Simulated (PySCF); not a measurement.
**Dipole response of W (tungsten, neutral)**

[Xe] 4f14 5d4 6s2, high-spin 5D determinant. Calculation: PySCF 2.14, in def2-QZVPPD with the def2 core potential (60 electrons) (7s6p4d3f2g, 84 functions); a scalar-relativistic core potential. Coupled (time-dependent) response in atomic units; α is the mean over directions.

```
method  mean α (bohr³)         α xx, yy, zz  C₆ (like pair)  S(−4)
   UHF           100.3  106.7, 106.7, 87.56            1233   8687
   PBE           70.64  72.90, 72.90, 66.14           849.7   2049
  PBE0           73.90  76.42, 76.42, 68.88           898.2   2314
```

S(−4) is the Cauchy moment in α(ω) = α(0) + S(−4) ω² + …

Reference α: 68 ± 15 bohr³ (recommended; Schwerdtfeger and Nagle, table of static dipole polarizabilities (2023 update)). Published C₆: 757.0 (Gould and Bucko (2016)).

Spin-orbit coupling is absent.

Hartree-Fock lies above the reference because it lacks correlation, which contracts the outer shell.

α(iu) at PBE:

```json
{"u (hartree)": "0", "α(iu) (bohr³)": "70.64"}
{"u (hartree)": "0.0500", "α(iu) (bohr³)": "66.00"}
{"u (hartree)": "0.100", "α(iu) (bohr³)": "55.96"}
{"u (hartree)": "0.200", "α(iu) (bohr³)": "37.26"}
{"u (hartree)": "0.300", "α(iu) (bohr³)": "25.89"}
{"u (hartree)": "0.500", "α(iu) (bohr³)": "15.04"}
{"u (hartree)": "0.750", "α(iu) (bohr³)": "9.312"}
{"u (hartree)": "1.00", "α(iu) (bohr³)": "6.463"}
{"u (hartree)": "1.50", "α(iu) (bohr³)": "3.723"}
{"u (hartree)": "2.00", "α(iu) (bohr³)": "2.444"}
{"u (hartree)": "3.00", "α(iu) (bohr³)": "1.285"}
{"u (hartree)": "5.00", "α(iu) (bohr³)": "0.5277"}
```

A single London oscillator, α(iu) = α/(1 + u²/ω²), gives C₆ = (3/4) ω α². Matching the computed C₆ needs ω = 4 × 849.7 / (3 × 70.64²) = 0.227 hartree.

The components differ because the open shell of this determinant is not spherical; for a pure term their mean is the scalar polarisability.

Energies and moments cover only the electrons outside the core potential. Spin-orbit coupling, absent here, splits the open shell strongly.
